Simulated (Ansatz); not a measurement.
A structure relaxed at PBE-D4/def2-SVP in Ansatz, charge 1, singlet:

```xyz
13

B     0.401    1.191    0.340
B     1.707   -1.250   -0.140
B    -0.272    3.137    0.761
B     0.926   -3.085   -0.680
B    -0.935   -2.085   -0.620
B    -1.773    2.015    0.325
B    -0.645   -0.472   -0.185
N    -1.628    3.292    0.661
N     2.098   -2.495   -0.412
N    -1.173    0.805    0.083
N     0.874    2.424    0.698
N     0.835   -0.216    0.030
N    -0.415   -3.260   -0.861
```

Question: Give its formula and point group.

Answer: the cluster B7N6⁺. Point group Cs (tolerance 0.1 Å).

Question: Summarise the bond lengths by kind (pairs closer than 1.2 times the sum of covalent radii, bridged metal pairs left out).

Answer: 14 × B–N 1.31 to 1.64 Å; 2 × B–B 1.70 to 1.92 Å.

Another isomer (singlet) lies 1.74 eV lower at PBE0-D4/def2-TZVP; other spin states weren't run for this one.
